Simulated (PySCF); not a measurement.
B(I)(OH)2 (BH2IO2), SMILES OB(O)I. Atoms are numbered in the order given.

```xyz
6

B     -0.0053    -1.3561     0.0000
I     -0.0086     0.8202     0.0000
O     -1.2099    -1.9762     0.0000
H     -1.1035    -2.9475     0.0000
O      1.1643    -2.0564     0.0000
H      1.9499    -1.4815     0.0000
```
Charge 0, spin multiplicity 1.

Geometry optimised at PBE-D3(BJ)/def2-SVP. The def2 effective core potentials stand for the cores of I; spin–orbit coupling is left out. The values are those of a single conformer.

Method: PBE0/def2-TZVPD run with PySCF.

Isolated molecule, no solvent.

```yaml
total_energy: -474.24631 hartree
point_group: Cs
highest_occupied_level: -7.64 eV
lowest_empty_level: -0.44 eV
orbital_gap: 7.20 eV
dipole_moment: 1.93 D
quadrupole, principal values (traceless, Buckingham form, about the centre of nuclear charge): -4.14, -1.52, 5.65 D·Å
mean_static_polarisability: 58.4 bohr³ (8.65 Å³)
polarisability_principal_values: 47.3, 56.2, 71.6 bohr³
```
